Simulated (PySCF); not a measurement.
BH₄O₄, SMILES O[B-](O)(O)O, charge -1. Atoms are numbered in the order given.

```xyz
9

O      1.1256    -0.5349    -0.7970
B      0.0000     0.0000     0.0000
O     -0.5349    -1.1256     0.7970
O      0.5349     1.1256     0.7970
O     -1.1256     0.5349    -0.7970
H      0.8877    -1.4330    -1.0322
H     -1.4330    -0.8877     1.0322
H      1.4330     0.8877     1.0322
H     -0.8877     1.4330    -1.0322
```
Charge -1, spin multiplicity 1.

The structure is a stationary point at PBE0-D3(BJ)/def2-SVPD. One conformer was computed; it need not be the lowest.

Computed with PBE0-D3(BJ)/def2-SVPD run with PySCF.

Frequencies are harmonic and unscaled.

Modes within 1.5 cm⁻¹ of each other (mostly degenerate sets) share a row, with their intensities summed.

```json
[
 {"mode": "1", "ν (cm⁻¹)": "168", "IR (km/mol)": "0.0", "moving atoms (share of kinetic energy)": "H 92 %, O 8 %"},
 {"mode": "2", "ν (cm⁻¹)": "206", "IR (km/mol)": "182.2", "moving atoms (share of kinetic energy)": "H 73 %, O 26 %"},
 {"mode": "3–4", "ν (cm⁻¹)": "280", "IR (km/mol)": "65.6", "moving atoms (share of kinetic energy)": "H 90 %, O 9 %"},
 {"mode": "5", "ν (cm⁻¹)": "361", "IR (km/mol)": "0.0", "moving atoms (share of kinetic energy)": "O 92 %, H 8 %"},
 {"mode": "6", "ν (cm⁻¹)": "403", "IR (km/mol)": "9.2", "moving atoms (share of kinetic energy)": "O 61 %, H 37 %"},
 {"mode": "7–8", "ν (cm⁻¹)": "479", "IR (km/mol)": "55.8", "moving atoms (share of kinetic energy)": "O 71 %, H 20 %, B 9 %"},
 {"mode": "9", "ν (cm⁻¹)": "516", "IR (km/mol)": "32.3", "moving atoms (share of kinetic energy)": "O 88 %"},
 {"mode": "10", "ν (cm⁻¹)": "738", "IR (km/mol)": "0.0", "moving atoms (share of kinetic energy)": "O 93 %"},
 {"mode": "11–12", "ν (cm⁻¹)": "863", "IR (km/mol)": "478.3", "moving atoms (share of kinetic energy)": "H 38 %, O 32 %, B 30 %"},
 {"mode": "13", "ν (cm⁻¹)": "992", "IR (km/mol)": "0.0", "moving atoms (share of kinetic energy)": "H 88 %, O 12 %"},
 {"mode": "14", "ν (cm⁻¹)": "994", "IR (km/mol)": "493.5", "moving atoms (share of kinetic energy)": "B 52 %, O 28 %, H 20 %"},
 {"mode": "15", "ν (cm⁻¹)": "1048", "IR (km/mol)": "0.0", "moving atoms (share of kinetic energy)": "H 64 %, B 27 %, O 10 %"},
 {"mode": "16–17", "ν (cm⁻¹)": "1201", "IR (km/mol)": "669.7", "moving atoms (share of kinetic energy)": "B 47 %, H 42 %, O 11 %"},
 {"mode": "18", "ν (cm⁻¹)": "3939", "IR (km/mol)": "0.0", "moving atoms (share of kinetic energy)": "H 94 %"},
 {"mode": "19–20", "ν (cm⁻¹)": "3941", "IR (km/mol)": "27.6", "moving atoms (share of kinetic energy)": "H 94 %"},
 {"mode": "21", "ν (cm⁻¹)": "3944", "IR (km/mol)": "0.4", "moving atoms (share of kinetic energy)": "H 94 %"}
]
```
